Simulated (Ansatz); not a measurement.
System: sum formula HGeO₂, net charge 1, singlet state. It need not be the lowest isomer of its formula. 
Structure (B3LYP-D3(BJ)/def2-TZVP (Ansatz, a quantum-chemistry and plane-wave program) minimum search):
```xyz
4

Ge    -0.0372    -0.0289     0.0435
O      1.2372     0.2950    -1.0149
O     -1.3353    -0.1365     0.9775
H      1.9755    -0.3427    -1.0931
```
Charge +1, spin multiplicity 1.

Basis-set convergence of Hartree-Fock and CCSD(T) correlation energies (hartree) with Ansatz. Cores are frozen in the correlated levels unless marked. No spin-orbit coupling. The frozen core is the preceding noble-gas configuration, with the filled d and f shells of earlier blocks. Non-relativistic.

The T1 diagnostic of CCSD in the largest basis is 0.027, which is high, so the coupled-cluster rows are less sure than usual.

```
basis    functions        E(HF)  E(corr, CCSD(T))  rough core time
-------  ---------  -----------  ----------------  ---------------
cc-pVDZ         60  -2225.27251          -0.49279       under 20 s
cc-pVTZ        117  -2225.41015          -0.60699       under 20 s
cc-pVQZ        208  -2225.42609          -0.64602             25 s
```

Extrapolating the two largest sets (X = 3 and 4) as X^-3: E(corr) = (64·(-0.64602) - 27·(-0.60699))/37 = -0.6745 Eh, an estimate of the basis-set limit. The largest set recovers 95.8 % of it, the smallest 73.1 %.
